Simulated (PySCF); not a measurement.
# Spinor energies of Zr¹³⁺ (zirconium, charge +13)

Start: [Ar] 3d9; 3d3/2 filled at m_j = -3/2, -1/2, +1/2, +3/2; 3d5/2 filled at m_j = -3/2, -1/2, +1/2, +3/2, +5/2. Calculated with PySCF 2.14 in an uncontracted even-tempered set (17 s from 1 bohr⁻², ratio 2.8; 13 p from 1.3 bohr⁻², ratio 2.8; 8 d from 1.3 bohr⁻², ratio 2.8; 4 f from 7.4 bohr⁻², ratio 3): generalised Hartree-Fock with the X2C-1e Hamiltonian and a Gaussian nucleus; one run each with spin-orbit coupling (SO) switched off, then screened by Boettger's factors.

```
spinor shell  electrons  ε, spin-free (eV)  ε, screened SO (eV)  weight of nominal j (screened SO)  rms radius, screened SO (bohr)
       1s1/2          2           -18399.3             -18398.5                              1.000                          0.0426
       2s1/2          2            -2873.7              -2873.4                              1.000                           0.176
       2p1/2          2            -2589.5              -2649.6                              1.000                           0.154
       2p3/2          4            -2589.5              -2561.0                              1.000                           0.158
       3s1/2          2            -727.83              -727.75                              1.000                           0.481
       3p1/2          2            -631.79              -643.81                              0.988                           0.479
       3p3/2          4            -631.79              -626.04                              0.994                           0.489
       3d3/2          4            -479.00              -481.29                              0.927                           0.468
       3d5/2          5            -479.00              -477.28                              0.942                           0.471
```

| quantity | spin-free | screened SO |
| --- | --- | --- |
| E (hartree) | -3533.62655 | -3534.00867 |
| M_J | 5/2 | 5/2 |
| ⟨J²⟩ | 8.751 | 8.751 |
| ⟨L²⟩ | 6.001 | 6.005 |
| ⟨S²⟩ | 0.750 | 0.755 |

Each row is a mean over spinors that exchange with the open shell spreads, by up to 12.892 eV (3p3/2).

Breit and QED terms are absent; they matter most for the inner s and p1/2 levels.

Densities and radii are taken from the X2C orbitals without a picture-change correction, which distorts them close to the nucleus.

Without spin-orbit coupling the j labels of p, d and f shells carry no meaning; the spin-free column gives the mean over the occupied spinors of each nl shell.
